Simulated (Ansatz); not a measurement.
```xyz
12

C     1.949    0.241   -1.368
O     0.777   -0.469   -0.967
C     0.067    0.079    0.000
N    -0.991   -0.438    0.460
Ge   -2.096    0.458    1.999
H     2.395   -0.342   -2.169
H     1.688    1.235   -1.739
H     2.652    0.321   -0.537
H     0.416    1.025    0.419
H    -1.268   -1.317    0.034
H    -3.419    0.172    1.155
H    -2.171   -0.967    2.713
```

Charge 0, multiplicity 1. The bonds changed during the relaxation, so this is another structure than the one it started from.

Task: List the ωB97M-V/def2-TZVPP orbital energies in eV (Ansatz 0.2.0). (Best estimate.)

Result: Ansatz gave: Occupied: -10864.64, -1360.47, -1208.23, -1208.17, -1208.15, -528.58, -395.84, -285.46, -284.05, -172.20, -121.58, -121.39, -121.30, -34.59, -34.34, -34.26, -34.19, -34.10, -34.02, -29.38, -24.05, -21.27, -18.92, -18.15, -17.28, -16.25, -15.30, -14.48, -13.62, -12.21, -11.75, -9.43, -7.33. Lowest empty: 1.20, 2.06, 2.30, 3.07, 3.25, 3.90, 3.92, 4.07.
